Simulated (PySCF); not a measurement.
CH5S, charge +1, singlet, geometry from GFN2-xTB; DF-PBE/def2-TZVP (PySCF).

The PySCF input:
```python
from pyscf import gto, scf, dft

mol = gto.Mole()
mol.atom = '''
    C    -0.037477    1.185303   -0.115257
    S    -0.020954   -0.617729    0.151580
    H     1.251603   -0.853955   -0.249962
    H    -1.068270    1.523544   -0.034385
    H     0.546279    1.644049    0.679892
    H     0.372452    1.446031   -1.085848
    H    -0.541943   -0.987819   -1.043428
'''
mol.basis = 'def2-tzvp'
mol.charge = 1
mol.spin = 0
mol.verbose = 4
mol.symmetry = True
mol.build()

mf = dft.RKS(mol)
mf.xc = 'pbe'
mf = mf.density_fit(auxbasis='def2-universal-jkfit')
mf.kernel()
mf.analyze()
```

Write the output that PySCF gives for this input, abridged.


```
PySCF version 2.14.0

[INPUT] verbose = 4
[INPUT] num. atoms = 7
[INPUT] num. electrons = 26
[INPUT] charge = 1
[INPUT] spin (= nelec alpha-beta = 2S) = 0
[INPUT] symmetry True subgroup None
[INPUT] Mole.unit = angstrom
[INPUT] Symbol           X                Y                Z      unit          X                Y                Z       unit  Magmom
[INPUT]  1 C     -0.037477000000   1.185303000000  -0.115257000000 AA   -0.070821265970   2.239898044625  -0.217804163939 Bohr   0.0
[INPUT]  2 S     -0.020954000000  -0.617729000000   0.151580000000 AA   -0.039597321214  -1.167338629201   0.286444685962 Bohr   0.0
[INPUT]  3 H      1.251603000000  -0.853955000000  -0.249962000000 AA    2.365186886684  -1.613741072703  -0.472359721549 Bohr   0.0
[INPUT]  4 H     -1.068270000000   1.523544000000  -0.034385000000 AA   -2.018737727089   2.879080898724  -0.064978232793 Bohr   0.0
[INPUT]  5 H      0.546279000000   1.644049000000   0.679892000000 AA    1.032317697601   3.106802345365   1.284809674283 Bohr   0.0
[INPUT]  6 H      0.372452000000   1.446031000000  -1.085848000000 AA    0.703832274547   2.732602557631  -2.051955332907 Bohr   0.0
[INPUT]  7 H     -0.541943000000  -0.987819000000  -1.043428000000 AA   -1.024123845125  -1.866707370642  -1.971793150703 Bohr   0.0

nuclear repulsion = 64.5816970881665
point group symmetry = C1
symmetry origin: [0. 0. 0.]
symmetry axis x: [1. 0. 0.]
symmetry axis y: [0. 1. 0.]
symmetry axis z: [0. 0. 1.]
num. orbitals of irrep A = 98
number of shells = 44
number of NR pGTOs = 149
number of NR cGTOs = 98
basis = def2-tzvp
ecp = {}

******** <class 'pyscf.df.df_jk.DFRKS'> ********
method = DFRKS
initial guess = minao
damping factor = 0
level_shift factor = 0
DIIS = <class 'pyscf.scf.diis.CDIIS'>
diis_start_cycle = 1
diis_space = 8
diis_damp = 0
SCF conv_tol = 1e-09
SCF conv_tol_grad = None
SCF max_cycles = 50
direct_scf = False
XC library pyscf.dft.libxc version 7.1.2
    S. Lehtola, C. Steigemann, M. J. T. Oliveira, and M. A. L. Marques,  SoftwareX 7, 1–5 (2018)
XC functionals = pbe
    J. P. Perdew, K. Burke, and M. Ernzerhof,  Phys. Rev. Lett. 77, 3865 (1996)
    J. P. Perdew, K. Burke, and M. Ernzerhof,  Phys. Rev. Lett. 78, 1396 (1997)
    J. P. Perdew, K. Burke, and M. Ernzerhof,  Phys. Rev. Lett. 77, 3865 (1996)
    J. P. Perdew, K. Burke, and M. Ernzerhof,  Phys. Rev. Lett. 78, 1396 (1997)
radial grids:
    Treutler-Ahlrichs [JCP 102, 346 (1995); DOI:10.1063/1.469408] (M4) radial grids

becke partition: Becke, JCP 88, 2547 (1988); DOI:10.1063/1.454033
pruning grids: <function nwchem_prune>
grids dens level: 3
symmetrized grids: True
atomic radii adjust function: <function treutler_atomic_radii_adjust>
small_rho_cutoff = 0
Set gradient conv threshold to 3.16228e-05
Initial guess from minao.
tot grids = 82040
init E= -439.065858022348
  HOMO = -0.34069087623061  LUMO = -0.06551508479703  gap/eV = 7.48791
cycle= 1 E= -438.774139221141  delta_E= 0.292  |g|= 0.315  |ddm|= 1.72
  HOMO = -0.533943311952968  LUMO = -0.301255089803793  gap/eV = 6.33177
cycle= 2 E= -438.739738625583  delta_E= 0.0344  |g|= 0.467  |ddm|= 0.542
  HOMO = -0.555255114556847  LUMO = -0.276835331772823  gap/eV = 7.57619
cycle= 3 E= -438.798269654912  delta_E= -0.0585  |g|= 0.055  |ddm|= 0.338
  HOMO = -0.552266877623953  LUMO = -0.273125389428226  gap/eV = 7.59583
cycle= 4 E= -438.799048803523  delta_E= -0.000779  |g|= 0.0159  |ddm|= 0.0438
  HOMO = -0.552866921919442  LUMO = -0.273833572146465  gap/eV = 7.59288
cycle= 5 E= -438.799112614807  delta_E= -6.38e-05  |g|= 0.00323  |ddm|= 0.012
  HOMO = -0.552357794050138  LUMO = -0.273462381605552  gap/eV = 7.58913
cycle= 6 E= -438.799115452201  delta_E= -2.84e-06  |g|= 0.00112  |ddm|= 0.00358
  HOMO = -0.552458834436944  LUMO = -0.273545618007947  gap/eV = 7.58962
cycle= 7 E= -438.7991157468  delta_E= -2.95e-07  |g|= 0.000157  |ddm|= 0.000802
  HOMO = -0.552471456742325  LUMO = -0.273555817069558  gap/eV = 7.58968
cycle= 8 E= -438.799115753801  delta_E= -7e-09  |g|= 4.3e-05  |ddm|= 0.000139
  HOMO = -0.552472241114991  LUMO = -0.273555495855021  gap/eV = 7.58971
cycle= 9 E= -438.799115754357  delta_E= -5.56e-10  |g|= 5.99e-06  |ddm|= 3.49e-05
  HOMO = -0.552472221996734  LUMO = -0.273556311014693  gap/eV = 7.58969
Extra cycle  E= -438.799115754352  delta_E= 4.32e-12  |g|= 6.91e-06  |ddm|= 1.15e-05
converged SCF energy = -438.799115754352
**** SCF Summaries ****
Total Energy =                        -438.799115754352442
Nuclear Repulsion Energy =              64.581697088166507
One-electron Energy =                 -724.696048156981192
Two-electron Energy =                  221.315235314462228
Two-electron Coulomb Energy =          253.767656521159495
DFT Exchange-Correlation Energy =      -32.452421206697267
HOMO-LUMO gap [eV] =                     7.589688520852280
**** MO energy ****
MO #1   energy= -88.3737623545342  occ= 2
MO #2   energy= -10.1448817420606  occ= 2
MO #3   energy= -7.99792986945883  occ= 2
MO #4   energy= -6.01730320186001  occ= 2
MO #5   energy= -6.01704154385427  occ= 2
MO #6   energy= -6.01145749814786  occ= 2
MO #7   energy= -1.01259520223442  occ= 2
MO #8   energy= -0.851722192795872 occ= 2
MO #9   energy= -0.692173301939132 occ= 2
MO #10  energy= -0.656048509065624 occ= 2
MO #11  energy= -0.608825216462502 occ= 2
MO #12  energy= -0.590190948078105 occ= 2
MO #13  energy= -0.552472221996734 occ= 2
MO #14  energy= -0.273556311014693 occ= 0
MO #15  energy= -0.271941812260629 occ= 0
MO #16  energy= -0.224804827468741 occ= 0
MO #17  energy= -0.132905334882502 occ= 0
MO #18  energy= -0.122077526911924 occ= 0
MO #19  energy= -0.12059240423492  occ= 0
MO #20  energy= -0.0542796405105023 occ= 0
MO #21  energy= -0.0348510287068015 occ= 0
 ** Mulliken pop on meta-lowdin orthogonal AOs  **
 ** Mulliken pop  **
 ** Mulliken atomic charges  **
charge of    0C =     -0.41403
charge of    1S =      0.49957
charge of    2H =      0.17217
charge of    3H =      0.19298
charge of    4H =      0.19298
charge of    5H =      0.18415
charge of    6H =      0.17217

WARN: System has nonzero charge 1; the dipole moment is origin-dependent.
Location of origin: [0. 0. 0.]

Dipole moment(X, Y, Z, Debye):  0.52390, -0.19622, -1.15114
```
